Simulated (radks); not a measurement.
Results of a calculation; reference values are marked as such.
Charge is removed step by step from the 5d up level of the rhenium ion Re2+, starting from [Xe] 4f14 5d(up 5, down 0). Level of theory: scalar-relativistic Kohn-Sham, BLYP, spin-polarised, spherical densities, finite nucleus; Fermi nuclear charge, rms radius 5.3698 fm (a radial shooting solver on a logarithmic mesh with Libxc functionals).

removed (e)  E - E(0) (eV)  eigenvalue (eV)  E minus straight line (eV)
0                    0.000          -22.355                       0.000
0.125                2.881          -23.748                      -0.630
0.25                 5.937          -25.160                      -1.084
0.375                9.171          -26.591                      -1.361
0.5                 12.584          -28.041                      -1.458
0.625               16.180          -29.509                      -1.372
0.75                19.961          -30.994                      -1.102
0.875               23.928          -32.496                      -0.645
1                   28.084          -34.016                       0.000

Removing the whole electron costs 28.084 eV by Delta-SCF, against 22.355 eV from minus the eigenvalue at the starting occupation. Slater's transition state (half an electron removed) gives 28.041 eV. Integrating minus the eigenvalue over the occupation (Janak's theorem) gives 28.089 eV. In this scalar-relativistic scheme the density is built from large components alone, so the theorem holds only approximately. The mean slope of the eigenvalue, de/dn, is 11.7 eV per electron. Ionisation energy of Re2+ in the NIST Atomic Spectra Database: 27 eV (theoretical).
